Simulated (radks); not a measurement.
Values are calculated unless marked as measured or tabulated.
Initial-state core-level shifts of neutral magnesium when its valence configuration changes from [Ne] 3s2. Level of theory: non-relativistic Kohn-Sham, LDA (Slater exchange, Perdew-Wang correlation), spin-polarised, spherical densities, point nucleus; open shells are filled with parallel spins first (a radial shooting solver on a logarithmic mesh with Libxc functionals). Shifts are changes of the shell-averaged eigenvalues in eV (positive: less bound); the change of the density at the nucleus, which sets a Mossbauer isomer shift, is in e/bohr^3, on a base of 1086.

| valence | 1s | 2s | 2p | density at nucleus |
|---|---|---|---|---|
| 3s1 3p1 | -1.687 | -1.685 | -1.666 | -1.4309 |
| 3p2 | -3.534 | -3.508 | -3.471 | -3.1883 |
| 3s1.5 3p0.5 | -0.975 | -0.964 | -0.956 | -0.6788 |
| 3s0.5 3p1.5 | -2.629 | -2.614 | -2.586 | -2.2837 |
